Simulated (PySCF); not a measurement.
**Worked example: chemical shift, span and skew from a shielding tensor**

CH5AlS, SMILES [AlH2][S]C. Atoms are numbered in the order given.

```xyz
8

Al     0.2600    -1.4536     0.0000
H     -0.6584    -2.7392     0.0000
H      1.8447    -1.4690     0.0000
S     -0.7223     0.4785     0.0000
C      0.6848     1.6356     0.0000
H      0.6215     2.2631    -0.8880
H      0.6215     2.2631     0.8880
H      1.6384     1.1084     0.0000
```

Coordinates come from a PBE0-D3(BJ)/def2-TZVP optimisation.

GIAO shieldings from PySCF with PBE0/pcSseg-1, non-relativistic, no solvent. The symmetric part of the tensor of C5 has the principal values 155.8, 161.4, 191.2 ppm. The same nucleus in TMS has σ = 186.3 ppm at this level (PySCF, at its B3LYP-D3(BJ)/def2-TZVP geometry).

Task: Work out the isotropic shielding, the ¹³C shift against TMS, the span and the skew.

Result: 
σ(iso) = (σ11 + σ22 + σ33)/3 = 169.5 ppm. δ = σ(ref) − σ(iso) = 186.3 − (169.5) = 16.8 ppm.
Span Ω = σ33 − σ11 = 35.4 ppm. Skew κ = 3(σ(iso) − σ22)/Ω = 0.68. Tumbling in solution averages the tensor to δ; in a static solid the shielding alone would spread this spin-1/2 line over Ω.
